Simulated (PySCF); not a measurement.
# Cs⁴⁵⁺ (caesium, charge +45): Hartree-Fock from Schrödinger to Dirac-Coulomb-Breit

Occupied: 1s1/2, 2s1/2, 2p1/2, 2p3/2. Hartree-Fock calculated with PySCF 2.14 in an even-tempered Gaussian basis (20 s from 7.8 bohr⁻², ratio 2.3; 15 p from 9.3 bohr⁻², ratio 2.3), Gaussian nucleus throughout. NR is non-relativistic, sf-X2C the spin-free one-electron X2C Hamiltonian, X2C adds the bare one-electron spin-orbit term, X2C-SNSO screens it by Boettger's factors, DC is four-component Dirac-Coulomb, and the Gaunt and Breit terms are added at first order (total energies over the DC spinors, levels after relaxing the spinors in that mean field). QED terms are absent. Levels marked empty are virtual spinors of this ion.

| level (eV) | NR | sf-X2C | X2C | X2C-SNSO |
| --- | --- | --- | --- | --- |
| 1s1/2 | -37698.5 | -39282.6 | -39279.3 | -39279.5 |
| 2s1/2 | -8240.2 | -8680.6 | -8679.8 | -8679.9 |
| 2p1/2 | -7961.8 | -8112.6 | -8379.1 | -8368.5 |
| 2p3/2 | -7961.8 | -8112.6 | -7994.9 | -7999.1 |
| 3s1/2 (empty) | -3351.7 | -3487.1 | -3486.9 | -3487.0 |
| 3p1/2 (empty) | -3259.1 | -3318.7 | -3387.1 | -3384.4 |
| 3p3/2 (empty) | -3259.1 | -3318.7 | -3288.3 | -3289.4 |

Problem. Where do the four-component calculations put these levels?

Solution. 1s1/2: DC -39312.9, DC+Gaunt -39223.4, DC+Breit -39229.2; 2s1/2: DC -8684.1, DC+Gaunt -8675.0, DC+Breit -8675.5; 2p1/2: DC -8370.7, DC+Gaunt -8354.6, DC+Breit -8356.3; 2p3/2: DC -8002.1, DC+Gaunt -7990.8, DC+Breit -7992.5; 3s1/2 (empty): DC -3487.9, DC+Gaunt -3485.5, DC+Breit -3485.8; 3p1/2 (empty): DC -3384.9, DC+Gaunt -3380.8, DC+Breit -3381.4; 3p3/2 (empty): DC -3290.0, DC+Gaunt -3287.2, DC+Breit -3287.8 (eV).

| Hamiltonian | E (hartree) | E − E(DC) (hartree) | CPU seconds |
| --- | --- | --- | --- |
| NR | -5583.0687 | 208.4388 | 0.35 |
| sf-X2C | -5787.3978 | 4.1097 | 0.19 |
| X2C | -5789.8237 | 1.6838 | 0.25 |
| X2C-SNSO | -5789.6438 | 1.8637 | 0.25 |
| DC | -5791.5075 | 0.0000 | 14 |
| DC+Gaunt | -5786.0997 | 5.4078 | 23 |
| DC+Breit | -5786.5728 | 4.9347 | 74 |

Weight of the small component: 1s1/2 0.0413, 2s1/2 0.00924, 2p1/2 0.00917, 2p3/2 0.00871, 3s1/2 0.00355, 3p1/2 0.00351, 3p3/2 0.00339.

Koopmans' value for the highest occupied level at DC+Breit: 7992.5 eV, against an ionisation energy of 7989 ± 4 eV (theoretical estimate listed by NIST; NIST Atomic Spectra Database, ionization energies); the former lacks relaxation, correlation, QED and recoil.

The whole ladder took 120 s of wall time on 1 thread of Intel(R) Xeon(R) Platinum 8488C (shared host), launched as `OMP_NUM_THREADS=1 python relrun2.py TASK.json OUT` (a driver that calls PySCF for each Hamiltonian).
